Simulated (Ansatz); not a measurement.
`O[SiH]([SiH3])[AlH][Cl]` + H₂O → `[OH][AlH][Cl]` + `O[SiH2][SiH3]`  (formal hydrolysis of the Al–Si bond)

Calculated with Ansatz (gas phase, PBE0-D4/def2-TZVP geometries, no zero-point term in ΔE). CCSD(T)/CBS is the MP2 limit (def2-TZVPP, def2-QZVPP) plus CCSD(T) − MP2 in def2-TZVPP, frozen cores. This one scheme is used for every species. DFT in def2-TZVPP. B3LYP here is the variant with VWN-RPA as its local correlation; programs differ in this. One conformer a species, not always the lowest.

(1) Is it downhill or uphill in electronic energy at CCSD(T)/CBS, and by how much? (Estimate.)

(2) What do these levels give: B3LYP-D4, r2SCANh-D4, ωB97X-V, r2SCANh, r2SCAN0, CCSD(T)/def2-SVP? (An estimate is asked.)

Largest T1 diagnostic among the species: 0.012.

## Answers

(1) Ansatz gave: Downhill: ΔE = -137.1 kJ/mol.

(2) Computed: B3LYP-D4 -139.0, r2SCANh-D4 -138.9, ωB97X-V -139.8, r2SCANh -140.7, r2SCAN0 -141.0, CCSD(T)/def2-SVP -145.8 kJ/mol.

At CCSD(T), def2-SVP lies −8.7 kJ/mol from the extrapolated value and def2-TZVPP −3.8 kJ/mol. From BLYP to BHLYP (50 % exact exchange), in def2-TZVPP and without D4, ΔE moves by −8.9 kJ/mol.
